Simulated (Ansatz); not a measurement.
Cost and result up the ladder for the cluster Li₃F₃ (6 atoms). Charge 0, multiplicity 1. Geometry: r2SCAN-D4/def2-TZVP.

Cartesian coordinates in Å:
```
Li 0.989 1.127 0.679
Li -1.017 0.427 -1.219
Li 0.029 -1.553 0.541
F 1.092 -0.458 1.308
F -0.031 1.667 -0.580
F -1.062 -1.210 -0.729
```

Ansatz on 4 threads of Arm Neoverse V2 on a shared host. Times are rough, and most runs start from the orbitals of an earlier one. CAM-B3LYP-D4/def2-TZVP serves as the yardstick here, not as an exact answer. Differences are given only for rows in sets of like size (and for xTB, whose basis is part of the method), since another set adds its own error. Binding counts from free atoms at the same level (Li doublet, F doublet; other spins of the atoms weren't run), without zero-point energy or a counterpoise term.

B3LYP takes the VWN-RPA correlation. HSE06 is defined as in plane-wave codes, on full-range PBE exchange. Correlated methods freeze 3 core orbitals; core or outer-core shells of Li are correlated, in sets that lack core-valence functions. The structure comes from a short search, and lower isomers may exist.

Correlated methods converge slowly with the basis.

```json
{"level": "HF/STO-3G", "functions": "30", "wall time": "0.1 s", "binding energy per atom (eV)": "2.70", "difference from CAM-B3LYP-D4/def2-TZVP (eV)": "–"}
{"level": "HF/6-31G", "functions": "54", "wall time": "0.15 s", "binding energy per atom (eV)": "2.82", "difference from CAM-B3LYP-D4/def2-TZVP (eV)": "–"}
{"level": "LDA (SPW92)/def2-TZVP", "functions": "135", "wall time": "0.4 s", "binding energy per atom (eV)": "4.20", "difference from CAM-B3LYP-D4/def2-TZVP (eV)": "0.37"}
{"level": "PBE-D4/def2-SVP", "functions": "69", "wall time": "0.5 s", "binding energy per atom (eV)": "3.91", "difference from CAM-B3LYP-D4/def2-TZVP (eV)": "–"}
{"level": "B3LYP-D4/6-31G", "functions": "54", "wall time": "0.55 s", "binding energy per atom (eV)": "3.77", "difference from CAM-B3LYP-D4/def2-TZVP (eV)": "–"}
{"level": "MP2/def2-TZVP", "functions": "135", "wall time": "0.55 s", "binding energy per atom (eV)": "3.80", "difference from CAM-B3LYP-D4/def2-TZVP (eV)": "-0.02"}
{"level": "HSE06-D4/def2-TZVP", "functions": "135", "wall time": "0.9 s", "binding energy per atom (eV)": "3.66", "difference from CAM-B3LYP-D4/def2-TZVP (eV)": "-0.17"}
{"level": "CAM-B3LYP-D4/def2-TZVP", "functions": "135", "wall time": "0.9 s", "binding energy per atom (eV)": "3.83", "difference from CAM-B3LYP-D4/def2-TZVP (eV)": "0.00"}
{"level": "PBE0-D4/def2-TZVP (with forces)", "functions": "135", "wall time": "1.1 s", "binding energy per atom (eV)": "3.66", "difference from CAM-B3LYP-D4/def2-TZVP (eV)": "-0.17"}
{"level": "PBE0-D4/def2-TZVPD", "functions": "171", "wall time": "1.2 s", "binding energy per atom (eV)": "3.67", "difference from CAM-B3LYP-D4/def2-TZVP (eV)": "-0.15"}
{"level": "r2SCAN-D4/def2-TZVP", "functions": "135", "wall time": "1.3 s", "binding energy per atom (eV)": "3.73", "difference from CAM-B3LYP-D4/def2-TZVP (eV)": "-0.10"}
{"level": "PBE-QIDH/def2-TZVP", "functions": "135", "wall time": "1.4 s", "binding energy per atom (eV)": "3.66", "difference from CAM-B3LYP-D4/def2-TZVP (eV)": "-0.17"}
{"level": "RPA@PBE/def2-TZVP", "functions": "135", "wall time": "1.4 s", "binding energy per atom (eV)": "3.37", "difference from CAM-B3LYP-D4/def2-TZVP (eV)": "-0.46"}
{"level": "r2SCAN-D4/def2-TZVPD", "functions": "171", "wall time": "2.1 s", "binding energy per atom (eV)": "3.75", "difference from CAM-B3LYP-D4/def2-TZVP (eV)": "-0.08"}
```
